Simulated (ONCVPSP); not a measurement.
**Wu-Cohen ONCV dataset for Mg (Z = 12), scalar-relativistic all-electron reference.**

- Element: magnesium (Mg)
- Generator: ONCVPSP 4.0.1
- Type: optimised norm-conserving Vanderbilt (ONCV)
- Functional: Wu-Cohen
- Relativity: scalar-relativistic
- Frozen core: [He]
- Valence charge: 10
- Reference configuration: 2s2 2p6 3s2
- Partial waves: 2s+3s: rc 0.95 bohr, ncon 4, nbas 8, qcut 10.6 1/bohr, 2 projectors; 2p: rc 1.10 bohr, ncon 4, nbas 7, qcut 14 1/bohr, 2 projectors, debl 3.4 Ha; d scattering state at 0.21 Ha: rc 1.10 bohr, ncon 4, nbas 8, qcut 9.3 1/bohr, 2 projectors, debl 0.8 Ha
- Local potential: polynomial inside 0.80 bohr (lpopt 5, dvloc0 1 Ha)
- Core correction: polynomial model core, fcfact 0.55

- Cutoffs needed: 69 Ha and 80 Ha (the cutoffs (Ha) at which the residual kinetic energy of the hardest occupied pseudo-wave falls to 1 and 0.1 mHa per electron)
- Ghost test: no bound ghost flagged; GHOST(+) flags only above 600 eV
- Largest excitation error: -1.1 meV (all-electron minus pseudo) for 2s2 2p6 3s0, out of 4 test configurations
- rms error of d²Exc/dni dnj: 1.60 mHa without and 1.94 mHa with the model core
